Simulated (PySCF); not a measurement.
A run for PySCF: R-B3LYP/6-31G* on HF (SMILES F) with ghost functions.

```python
from pyscf import gto, scf, dft, mp
from pyscf.data.elements import chemcore

mol = gto.M(
    atom='''
    F     0.85322359    0.72045656    3.98835066
    H     0.40223778    0.82998743    3.17111084
    ghost-Si    0.61402893   -1.35464198    0.86010965
    ghost-Se   -0.47343933    0.68384332    0.98736016
    ghost-H    0.05015240   -2.15991716   -0.24270941
    ghost-H    2.01749974   -0.99593806    0.57953026
    ghost-H    0.48859011   -2.07772637    2.13964288
    ghost-H   -1.75219666    0.08040352    1.39748303
    ''',
    basis='6-31g*',
    cart=True,
    charge=0, spin=0, verbose=3, max_memory=1800)
mf = dft.RKS(mol, xc='b3lyp')
mf.conv_tol = 1e-8
mf.max_cycle = 100
mf.kernel()
if not mf.converged:
    mf = mf.newton().run(mf.mo_coeff, mf.mo_occ)
```

Program output:

```
converged SCF energy = -100.423674823974
```

The run converged.

Cost: around 9 core-seconds (rough).
